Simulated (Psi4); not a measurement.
Two rigid molecules brought together: C3H6 ··· H3O+ (SMILES C1CC1 and [OH3+]) (charge +1). Monomers: optimised at B3LYP-D3(BJ) (def2-TZVP), held rigid. Orientation: a random orientation, not optimised. Only R, the distance of the centres of mass, is varied, so the lowest point isn't the relaxed dimer.

Geometry at R = 4.25 Å (first 9 atoms: monomer A):
```
13

C     -0.4453    -0.7343     0.1261
C      0.8670    -0.0190    -0.0360
C     -0.4217     0.7533    -0.0900
H     -0.7867    -1.3610    -0.6867
H     -0.7064    -1.1014     1.1094
H      1.4938     0.0980     0.8377
H      1.4135    -0.1616    -0.9584
H     -0.6670     1.3928     0.7471
H     -0.7472     1.1331    -1.0490
O      3.5751    -2.2971    -0.2976
H      3.7744    -1.6348     0.3983
H      4.3226    -2.4518    -0.9139
H      2.7207    -2.1386    -0.7532
```

Methods: PBE/def2-TZVP, counterpoise-corrected (Psi4); PBE-D3(BJ)/def2-TZVP, counterpoise-corrected (Psi4); B3LYP/def2-TZVP, counterpoise-corrected (Psi4); SAPT0/jun-cc-pVDZ, frozen core (Psi4).

Interaction energies in kJ/mol; the last columns give the difference from SAPT0:

```json
[
 {"R / Å": "3.68", "PBE/def2-TZVP": "-38.63", "PBE-D3(BJ)/def2-TZVP": "-43.06", "B3LYP/def2-TZVP": "-33.49", "SAPT0/jun-cc-pVDZ": "-29.49", "PBE/def2-TZVP − SAPT0/jun-cc-pVDZ": "-9.14", "PBE-D3(BJ)/def2-TZVP − SAPT0/jun-cc-pVDZ": "-13.57", "B3LYP/def2-TZVP − SAPT0/jun-cc-pVDZ": "-4.00"},
 {"R / Å": "3.83", "PBE/def2-TZVP": "-36.61", "PBE-D3(BJ)/def2-TZVP": "-40.59", "B3LYP/def2-TZVP": "-32.07", "SAPT0/jun-cc-pVDZ": "-28.52", "PBE/def2-TZVP − SAPT0/jun-cc-pVDZ": "-8.09", "PBE-D3(BJ)/def2-TZVP − SAPT0/jun-cc-pVDZ": "-12.07", "B3LYP/def2-TZVP − SAPT0/jun-cc-pVDZ": "-3.55"},
 {"R / Å": "4.09", "PBE/def2-TZVP": "-30.95", "PBE-D3(BJ)/def2-TZVP": "-34.18", "B3LYP/def2-TZVP": "-27.21", "SAPT0/jun-cc-pVDZ": "-24.57", "PBE/def2-TZVP − SAPT0/jun-cc-pVDZ": "-6.39", "PBE-D3(BJ)/def2-TZVP − SAPT0/jun-cc-pVDZ": "-9.61", "B3LYP/def2-TZVP − SAPT0/jun-cc-pVDZ": "-2.64"},
 {"R / Å": "4.25", "PBE/def2-TZVP": "-27.22", "PBE-D3(BJ)/def2-TZVP": "-30.01", "B3LYP/def2-TZVP": "-23.89", "SAPT0/jun-cc-pVDZ": "-21.76", "PBE/def2-TZVP − SAPT0/jun-cc-pVDZ": "-5.45", "PBE-D3(BJ)/def2-TZVP − SAPT0/jun-cc-pVDZ": "-8.25", "B3LYP/def2-TZVP − SAPT0/jun-cc-pVDZ": "-2.13"},
 {"R / Å": "4.49", "PBE/def2-TZVP": "-22.04", "PBE-D3(BJ)/def2-TZVP": "-24.26", "B3LYP/def2-TZVP": "-19.30", "SAPT0/jun-cc-pVDZ": "-17.80", "PBE/def2-TZVP − SAPT0/jun-cc-pVDZ": "-4.24", "PBE-D3(BJ)/def2-TZVP − SAPT0/jun-cc-pVDZ": "-6.46", "B3LYP/def2-TZVP − SAPT0/jun-cc-pVDZ": "-1.50"},
 {"R / Å": "4.67", "PBE/def2-TZVP": "-18.69", "PBE-D3(BJ)/def2-TZVP": "-20.53", "B3LYP/def2-TZVP": "-16.36", "SAPT0/jun-cc-pVDZ": "-15.22", "PBE/def2-TZVP − SAPT0/jun-cc-pVDZ": "-3.47", "PBE-D3(BJ)/def2-TZVP − SAPT0/jun-cc-pVDZ": "-5.31", "B3LYP/def2-TZVP − SAPT0/jun-cc-pVDZ": "-1.14"},
 {"R / Å": "4.96", "PBE/def2-TZVP": "-14.29", "PBE-D3(BJ)/def2-TZVP": "-15.63", "B3LYP/def2-TZVP": "-12.57", "SAPT0/jun-cc-pVDZ": "-11.85", "PBE/def2-TZVP − SAPT0/jun-cc-pVDZ": "-2.44", "PBE-D3(BJ)/def2-TZVP − SAPT0/jun-cc-pVDZ": "-3.78", "B3LYP/def2-TZVP − SAPT0/jun-cc-pVDZ": "-0.72"},
 {"R / Å": "5.28", "PBE/def2-TZVP": "-10.68", "PBE-D3(BJ)/def2-TZVP": "-11.61", "B3LYP/def2-TZVP": "-9.52", "SAPT0/jun-cc-pVDZ": "-9.09", "PBE/def2-TZVP − SAPT0/jun-cc-pVDZ": "-1.59", "PBE-D3(BJ)/def2-TZVP − SAPT0/jun-cc-pVDZ": "-2.52", "B3LYP/def2-TZVP − SAPT0/jun-cc-pVDZ": "-0.43"},
 {"R / Å": "5.74", "PBE/def2-TZVP": "-7.21", "PBE-D3(BJ)/def2-TZVP": "-7.75", "B3LYP/def2-TZVP": "-6.62", "SAPT0/jun-cc-pVDZ": "-6.39", "PBE/def2-TZVP − SAPT0/jun-cc-pVDZ": "-0.81", "PBE-D3(BJ)/def2-TZVP − SAPT0/jun-cc-pVDZ": "-1.36", "B3LYP/def2-TZVP − SAPT0/jun-cc-pVDZ": "-0.22"},
 {"R / Å": "6.43", "PBE/def2-TZVP": "-4.31", "PBE-D3(BJ)/def2-TZVP": "-4.57", "B3LYP/def2-TZVP": "-4.12", "SAPT0/jun-cc-pVDZ": "-4.01", "PBE/def2-TZVP − SAPT0/jun-cc-pVDZ": "-0.30", "PBE-D3(BJ)/def2-TZVP − SAPT0/jun-cc-pVDZ": "-0.56", "B3LYP/def2-TZVP − SAPT0/jun-cc-pVDZ": "-0.11"},
 {"R / Å": "7.47", "PBE/def2-TZVP": "-2.32", "PBE-D3(BJ)/def2-TZVP": "-2.42", "B3LYP/def2-TZVP": "-2.27", "SAPT0/jun-cc-pVDZ": "-2.22", "PBE/def2-TZVP − SAPT0/jun-cc-pVDZ": "-0.11", "PBE-D3(BJ)/def2-TZVP − SAPT0/jun-cc-pVDZ": "-0.20", "B3LYP/def2-TZVP − SAPT0/jun-cc-pVDZ": "-0.06"},
 {"R / Å": "8.75", "PBE/def2-TZVP": "-1.27", "PBE-D3(BJ)/def2-TZVP": "-1.30", "B3LYP/def2-TZVP": "-1.24", "SAPT0/jun-cc-pVDZ": "-1.21", "PBE/def2-TZVP − SAPT0/jun-cc-pVDZ": "-0.06", "PBE-D3(BJ)/def2-TZVP − SAPT0/jun-cc-pVDZ": "-0.09", "B3LYP/def2-TZVP − SAPT0/jun-cc-pVDZ": "-0.03"}
]
```

PBE/def2-TZVP is furthest from SAPT0/jun-cc-pVDZ at 3.68 (-9.14 kJ/mol, below); its mean absolute difference over the points is 3.51 kJ/mol.

PBE-D3(BJ)/def2-TZVP is furthest from SAPT0/jun-cc-pVDZ at 3.68 (-13.57 kJ/mol, below); its mean absolute difference over the points is 5.32 kJ/mol.

B3LYP/def2-TZVP is furthest from SAPT0/jun-cc-pVDZ at 3.68 (-4.00 kJ/mol, below); its mean absolute difference over the points is 1.38 kJ/mol.
